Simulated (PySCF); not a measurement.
# How methods differ on the electron affinity of Bi

Bi⁻ [Xe] 4f14 5d10 6s2 6p4 (3P) → Bi [Xe] 4f14 5d10 6s2 6p3 (4S), as a difference of total energies. Computed with PySCF 2.14 in def2-QZVPPD with the def2 core potential (60 electrons) (8s6p5d4f1g, 88 functions), with scalar relativity through the core potential. Correlated levels: valence: 5s2 5p6 5d10 frozen. The calculations carry no spin-orbit coupling.

Task: Order these methods by the electron affinity they give, lowest first.
A. CCSD(T) (valence)
B. UHF
C. SCS-MP2 (valence)
D. CCSD (valence)

Result: B (-0.251 eV), C (0.529 eV), D (0.569 eV), A (0.620 eV).

Spin-orbit coupling is strong in these open shells (close to jj coupling). The scalar numbers leave it out and a first-order estimate fails, so it can dominate the gap to the real levels.

Errors of the correlated levels include the incompleteness of this basis and the frozen core.

A negative affinity means that the anion lies above the atom at that level of theory.

For comparison: 0.942 eV (measured; photodetachment measurements, as compiled on the Wikipedia data page of electron affinities).
